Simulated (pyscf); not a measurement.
H₃C–Si:–Cl [singlet] -> H₂C=SiH–Cl, a hydrogen shift (singlet surface; C–H broken, H–Si formed). Single points on ωB97X-D3(BJ)/def2-SVP structures (PySCF, gas phase). Correlated levels are frozen-core, on RHF or UHF. ΔMP2 is the change of the MP2 total energy from the triple- to the quadruple-zeta basis. Energies in eV from the reactant's lowest minimum found.

Small-basis levels: PySCF, no dispersion term, spherical d functions. AM1 to PM7: differences of heats of formation from MOPAC. Cost: rough CPU time at the saddle relative to B3LYP/6-31G*, from one job on a shared machine.

```csv
level,barrier,reaction energy,cost
HF/6-31G*,2.47,+0.80,0.09
SVWN5/6-31G*,1.81,+0.59,0.8
PBE/6-31G*,1.81,+0.59,1
B3LYP/STO-3G,2.73,+1.27,0.6
B3LYP/LANL2DZ,2.07,+0.69,0.7
B3LYP/6-31G*,1.99,+0.65,1
M06-2X/6-31G*,2.17,+0.72,2
AM1,1.71,-0.48,under 0.02
PM6,1.98,+0.28,under 0.02
CCSD(T)/def2-TZVPP + ΔMP2(QZVPP),1.93,+0.47,–
```

Against the last row the barrier runs from -0.22 (AM1) to +0.80 eV (B3LYP/STO-3G). CCSD(T)/def2-TZVPP + ΔMP2(QZVPP) has limits of its own. This is the saddle that the search found; another between the same sides may lie lower. The CCSD(T) − MP2 part came from Ansatz, without density fitting, on the same reference. The largest closed-shell T1 diagnostic is 0.031, which may signal static correlation.
